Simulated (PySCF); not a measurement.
Gas-phase reaction: 2 SbCl3 + 3 H2 = 2 SbH3 + 3 Cl2

Energies from PySCF (xtb for GFN2), thermal terms from the rigid-rotor harmonic-oscillator model, ideal gas at 1 bar. † marks an energy on the PBE0/def2-TZVP geometry and frequencies; other levels use their own. MP2 and CCSD(T) freeze the core. All species are closed-shell singlets. B3LYP is the form with VWN-RPA correlation. Sb: scalar-relativistic def2 core potential, no spin-orbit coupling. MP2 isn't extrapolated to the basis-set limit; its ΔH°(298 K) is 904.5 kJ in def2-SVP and 944.5 kJ in def2-TZVPP. CCSD(T) isn't extrapolated to the basis-set limit; its ΔH°(298 K) is 834.4 kJ in def2-SVP and 864.7 kJ in def2-TZVPP. The harmonic model lacks anharmonicity and excited electronic states, which grow with temperature; levels with a mode under 35 cm⁻¹ are left out. Soft modes under 120 cm⁻¹ make the harmonic entropy rough for SbCl3.

```csv
level,"ΔE electronic, kJ","ΔH°(298 K), kJ","ΔS°(298 K), J/K","ΔG°(600 K), kJ"
B3LYP/def2-TZVP†,879,879,64,847
CCSD(T)/def2-SVP†,834,834,64,802
CCSD(T)/def2-TZVPP†,864,865,64,832
GFN2-xTB,878,879,48,856
M06-2X/def2-TZVP†,957,958,64,925
MP2/def2-TZVPP†,944,945,64,912
PBE0/def2-QZVP†,883,883,64,851
PBE0/def2-TZVP,879,879,64,847
ωB97X-V/def2-TZVP†,892,892,64,860
```
ΔH° is lowest at CCSD(T)/def2-SVP† and highest at M06-2X/def2-TZVP†. No reference value is set beside these.
